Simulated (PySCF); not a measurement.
Ionisation energy of Zn⁺ by level of theory

Zn⁺ [Ar] 3d10 4s1 (2S) → Zn²⁺ [Ar] 3d10 (1S), as a difference of total energies. Calculation: PySCF 2.14, in aug-cc-pVDZ-DK; the spin-free X2C one-electron Hamiltonian (Gaussian nucleus). Correlated levels: valence: [Ar] frozen. The calculations carry no spin-orbit coupling.

```
           method  ionisation energy (eV)  error (eV)
              UHF                  16.854      -1.110
    MP2 (valence)                  17.824      -0.140
SCS-MP2 (valence)                  17.674      -0.290
   CCSD (valence)                  17.732      -0.232
CCSD(T) (valence)                  17.805      -0.159
```

Reference: 17.964 eV (measured; NIST Atomic Spectra Database, ionization energies).

Errors of the correlated levels include the incompleteness of this basis and the frozen core.
